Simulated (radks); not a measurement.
Coulomb parameter of the 5d shell of neutral osmium in the model configuration [Xe] 4f14 5d7 6s1, as a second difference U = [E(n + 0.5) + E(n - 0.5) - 2 E(n)] / (0.5)^2 with all orbitals relaxed. "Bare": the charge of the atom changes with n. "Screened": the 6s shell takes up the change at fixed total charge, which measures U(5d,5d) + U(6s,6s) - 2 U(5d,6s). Calculated with a radial shooting solver on a logarithmic mesh with Libxc functionals: Dirac Kohn-Sham, LDA (Slater exchange, Perdew-Wang correlation), spin-unpolarised, spherical densities, finite nucleus; open shells are shared between the two j in proportion to 2j + 1; Fermi nuclear charge, rms radius 5.4126 fm.

case	configuration	E - E(n) (eV)
start	[Xe] 4f14 5d7 6s1	0.000
bare +0.5	[Xe] 4f14 5d7.5 6s1	-1.480
bare -0.5	[Xe] 4f14 5d6.5 6s1	3.578
screened +0.5	[Xe] 4f14 5d7.5 6s0.5	0.464
screened -0.5	[Xe] 4f14 5d6.5 6s1.5	-0.273

U(bare) = 8.392 eV, U(screened by 6s) = 0.765 eV. The step up makes a negative ion, whose loosely bound charge lowers the bare value.
